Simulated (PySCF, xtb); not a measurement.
AlF2I, SMILES [F][Al]([F])[I].

Harmonic wavenumbers (cm⁻¹) from GFN2-xTB in xtb at its own minimum, in rising order: 125, 165, 236, 396, 777, 861.

### Question
What does r2SCAN-D4/def2-SVP (PySCF) give at its own minimum? (The exact figures need the calculation; the answer reports its results.)

### Answer
150, 199, 239, 366, 815, 961. Paired by order, the mean absolute difference is 38 cm⁻¹ and the zero-point energies are 3.7 and 3.9 kcal/mol.
